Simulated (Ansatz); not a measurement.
Consider the cleavage of the Si–Si bond: `C[SiH](Cl)[SiH2]F` + `OC=S` → `C[SiH](Cl)OC=S` + `F[SiH3]`.

Computed with Ansatz on PBE0-D4/def2-TZVP structures; ΔE is electronic, products minus reactants. CBS: MP2 limit from def2 TZ/QZ plus the TZ coupled-cluster correction, frozen cores. This one scheme is used for every species. Each species was taken in one conformer, which may not be the lowest.

```csv
species,CCSD(T)/CBS(def2) energy (Eh)
`C[SiH](Cl)[SiH2]F`,-1179.51308
`OC=S`,-512.17609
`C[SiH](Cl)OC=S`,-1301.00729
`F[SiH3]`,-390.72345
```

(1) Work out ΔE.

Largest T1 diagnostic among the species: 0.018.

Answers

(1) ΔE = (-1301.00729) + (-390.72345) − (-1179.51308) − (-512.17609) = -0.04157 Eh = -109.1 kJ/mol.

In def2-TZVPP, CCSD(T) changes the Hartree–Fock value by +16.5 kJ/mol (the triples alone add +1.8 kJ/mol) and MP2 by +8.6 kJ/mol. From PBE to PBE0 (25 % exact exchange), in def2-TZVPP and without D4, ΔE moves by −8.8 kJ/mol.
